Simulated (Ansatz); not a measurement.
Cost and result up the ladder for `CN(C)c1ccc(-c2ccc(-c3ccc(C#N)nc3)nc2)nc1` (38 atoms). The state is a singlet with charge 0. Geometry: r2SCAN-D4/def2-SVP.

```csv
atom,x (Å),y (Å),z (Å)
C1,-3.542,-5.141,1.509
N2,-3.487,-4.218,0.396
C3,-4.391,-4.370,-0.724
C4,-2.567,-3.203,0.401
C5,-1.651,-3.012,1.464
C6,-0.743,-1.964,1.409
C7,-0.730,-1.094,0.302
C8,0.205,0.039,0.182
C9,1.243,0.297,1.094
C10,2.077,1.395,0.907
C11,1.869,2.238,-0.200
C12,2.704,3.428,-0.471
C13,2.508,4.172,-1.648
C14,3.298,5.288,-1.895
C15,4.276,5.635,-0.946
C16,5.117,6.782,-1.170
N17,5.782,7.716,-1.377
N18,4.477,4.944,0.188
C19,3.712,3.881,0.408
N20,0.882,1.991,-1.083
C21,0.091,0.943,-0.900
N22,-1.604,-1.273,-0.706
C23,-2.474,-2.266,-0.668
H24,-4.339,-5.874,1.333
H25,-3.761,-4.625,2.462
H26,-2.593,-5.694,1.636
H27,-3.849,-4.534,-1.673
H28,-5.037,-5.239,-0.550
H29,-5.040,-3.484,-0.855
H30,-1.650,-3.676,2.330
H31,-0.049,-1.826,2.241
H32,1.417,-0.358,1.951
H33,2.887,1.579,1.616
H34,1.729,3.850,-2.342
H35,3.172,5.887,-2.800
H36,3.908,3.356,1.350
H37,-0.698,0.774,-1.640
H38,-3.149,-2.342,-1.528
```

Ansatz on 2 threads of AMD EPYC 7R13 on a shared host and a share (18 GiB) of an NVIDIA H100 80GB HBM3. Times are rough, and most runs start from the orbitals of an earlier one. PBE0-D4/def2-TZVP serves as the yardstick here, not as an exact answer. Differences are given only for rows in sets of like size (and for xTB, whose basis is part of the method), since another set adds its own error. Binding counts from free atoms at the same level (C triplet, N quartet, H doublet; other spins of the atoms weren't run), without zero-point energy or a counterpoise term.

Single mean-field runs in def2-TZVP are fitted with def2-universal-jkfit.

```
                            level  functions  binding energy per atom (eV)  difference from PBE0-D4/def2-TZVP (eV)
                PBE0-D4/def2-TZVP        803                          5.16                                    0.00
   PBE-D4/def2-TZVP (with forces)        803                          5.30                                    0.15
                 PBE0-D4/def2-SVP        397                          5.24                                       –
r2SCAN-D4/def2-TZVP (with forces)        803                          5.09                                   -0.07
                  PBE-D4/def2-SVP        397                          5.39                                       –
```

Estimate how long each takes.

PBE-D4/def2-SVP 3.8 s; PBE0-D4/def2-SVP 4.4 s; PBE-D4/def2-TZVP (with forces) 6.5 s; r2SCAN-D4/def2-TZVP (with forces) 7 s; PBE0-D4/def2-TZVP 8 s. On shared hardware such times vary by a factor of up to 3.
